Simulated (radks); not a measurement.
Li2+, 1 electrons, occupied as 2s1 (not the ground configuration).

Method: scalar-relativistic Kohn-Sham, r2SCAN, spin-polarised, spherical densities, finite nucleus; open shells are filled with parallel spins first; meta-GGA in the generalised Kohn-Sham scheme; Fermi nuclear charge, rms radius 2.444 fm; computed with a radial shooting solver on a logarithmic mesh with Libxc functionals.

Energy parts (eV):
total: -30.967
kinetic: 30.973
electron-nucleus: -61.590
Hartree: 6.226
exchange-correlation: -6.576

Orbitals (lengths in bohr, moments of r in powers of bohr; <r^-3> diverges for s and p1/2):
| orbital | occ. | eigenvalue (eV) | <r^4> | <r^-3> |
|---|---|---|---|---|
| 1s up | 0 | -106.9074 | 0.2653 | - |
| 2s up | 1 | -26.9826 | 33.10 | - |
| 2p up | 0 | -22.7685 | 34.30 | 0.5463 |
| 3d up | 0 | -7.9892 | 312.0 | 0.07050 |

The highest occupied level is 2s up at -26.983 eV. The configuration is held as typed, so some empty levels lie below it. The density falls to 0.001 e/bohr^3 at r = 3.19 bohr. Spin moment in Bohr magnetons: 1.
